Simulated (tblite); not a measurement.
Species: C₄H₂NO₂S (charge -1).
Cartesian coordinates in Å at the GFN2-xTB level; atoms count from 1:
```
atom  x, y, z in Å
C1     2.259   -0.647   -0.103
C2     1.162   -0.246    0.179
C3    -0.138    0.244    0.468
C4    -0.234    1.643    0.440
N5    -0.308    2.793    0.379
S6    -1.417   -0.512   -1.025
O7    -2.723   -0.075   -0.503
O8    -1.187   -1.957   -0.841
H9     3.204   -1.026   -0.355
H10   -0.610   -0.212    1.337
```

Computed with GFN2-xTB (tblite): harmonic, unscaled wavenumbers at the GFN2-xTB geometry, gas phase. Errors from tens to a few hundred cm⁻¹ against measured bands are possible. One conformer, not necessarily the lowest.

Harmonic wavenumbers (cm⁻¹): 32.1, 87.7, 109.5, 145.6, 235.4, 262.3, 318.3, 337.1, 417.5, 493.1, 524.8, 550.8, 617.5, 645.2, 869.5, 971.5, 1065.8, 1079.9, 1125.9, 1254.3, 2255.6, 2336.9, 2977.6, 3387.0.

A = 2232, B = 1636, C = 996.9 MHz; mass 127.981 u (most abundant isotopes); point group C1, symmetry number 1.

Question: What is the zero-point energy?

Answer: ½Σν̃ = 11050 cm⁻¹ = 31.59 kcal/mol.

Question: Give the ideal-gas entropy at 200 K and 1 bar in the rigid-rotor, harmonic-oscillator model (classical rotation).

Answer: Translation 38.50, rotation 27.68, vibration 17.27: S = 83.4 cal/(mol K).

Question: And Cp and H(200 K) − H(0)?

Answer: Cp = 25.51 cal/(mol K), of which vibrations give 17.56 (their classical limit is 24 R = 47.7); H(200 K) − H(0) = 3.42 kcal/mol without the zero-point energy, 1.83 from vibrations.

Question: Which modes carry the vibrational entropy at 200 K?

Answer: 32.1 cm⁻¹: 4.90; 87.7 cm⁻¹: 2.94; 109.5 cm⁻¹: 2.51; 145.6 cm⁻¹: 1.98; 235.4 cm⁻¹: 1.16; 262.3 cm⁻¹: 1.00 cal/(mol K); the other 18 give 2.77 together.

Question: What must be added to the electronic energy to get the Gibbs energy at 200 K and 1 bar?

Answer: ZPE + [H(200 K) − H(0)] − T·S = 31.59 + 3.42 − 16.69 = 18.32 kcal/mol.

Question: Blend soft modes into free rotors: weight 1/[1 + (100 cm⁻¹/ν̃)⁴] for the oscillator and the rest for a rotor with moment μB/(μ + B), μ = h/(8π²ν), B = 10⁻⁴⁴ kg m². What vibrational entropy results?

Answer: 15.74 cal/(mol K) in place of 17.27, which changes −T·S at 200 K by +0.30 kcal/mol.

Hindered rotation and anharmonicity are outside this model. Other conformers, if any are populated, would add a mixing term that is left out. The structure is chiral; the term R ln 2 for an equal mix with its mirror image is left out.
